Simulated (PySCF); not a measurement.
C4H9O, SMILES O(CC)[CH]C, doublet (PBE0/def2-SVP optimised geometry):

```
14

C      2.335     0.924     0.986
C      0.855     0.903     1.023
O      0.261     0.246     0.000
C     -1.146     0.246     0.000
C     -1.636    -0.495    -1.220
H      2.736    -0.095     0.855
H      2.734     1.534     0.149
H      2.739     1.338     1.921
H      0.287     1.737     1.461
H     -1.520     1.290     0.000
H     -1.519    -0.229     0.927
H     -2.736    -0.509    -1.245
H     -1.276    -1.534    -1.212
H     -1.272    -0.013    -2.139
```

Calculation: unrestricted PBE0/def2-TZVP run with PySCF.

Q: What are the frontier orbital energies (α orbitals alone; a β orbital can be the lowest empty one) and the dipole moment?

A: HOMO-2 -9.40 eV, HOMO-1 -8.90 eV, HOMO -4.73 eV, LUMO 1.39 eV, LUMO+1 1.90 eV; dipole moment 0.99 D.

On the same geometry unrestricted PBE/def2-TZVP in PySCF gives HOMO-2 -7.88 eV, HOMO-1 -7.36 eV, HOMO -3.34 eV, LUMO 0.58 eV, LUMO+1 1.09 eV; dipole moment 0.95 D.

Meta-Löwdin charges at PBE0/def2-TZVP: C1 -0.35, C2 0.00, O3 -0.32, C4 0.02, C5 -0.34, H6 0.13, H7 0.11, H8 0.13, H9 0.09, H10 0.09, H11 0.10, H12 0.12, H13 0.12, H14 0.12.
